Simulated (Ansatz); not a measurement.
NbF₅⁺. Charge 1, multiplicity 2. Geometry r2SCAN-D4/def2-SVP, that of the neutral singlet; atoms count from 1.

```csv
atom,x (Å),y (Å),z (Å)
Nb1,0.0000,0.0000,-0.0001
F2,0.5429,1.7021,0.5577
F3,-0.5432,-1.7020,-0.5575
F4,-1.0253,0.7613,-1.3255
F5,-0.7272,-0.3123,1.6616
F6,1.7529,-0.4491,-0.3363
```

In the def2 sets Nb takes a core potential; there is no spin–orbit coupling.

Q: Estimate the Mulliken populations from the PBE0/def2-TZVP orbitals of Ansatz.

A: 
```tsv
atom	charge (e)	spin (α − β)	d electrons
Nb1	2.07	-0.15	2.33
F2	-0.19	0.32	–
F3	-0.19	0.32	–
F4	-0.20	0.25	–
F5	-0.20	0.25	–
F6	-0.29	0.00	–
```
Mulliken values depend strongly on the basis.

Q: Where does the spin sit?

A: Summed by element: Nb -0.15, F 1.15, of 1 unpaired in all. Largest on single atoms: F3 0.32, F2 0.32, F5 0.25.

Q: And the Mayer bond orders between heavy atoms (over 0.3)?

A: Nb1–F2 0.80 (1.87 Å); Nb1–F3 0.80 (1.87 Å); Nb1–F4 0.95 (1.84 Å); Nb1–F5 0.95 (1.84 Å); Nb1–F6 1.10 (1.84 Å).
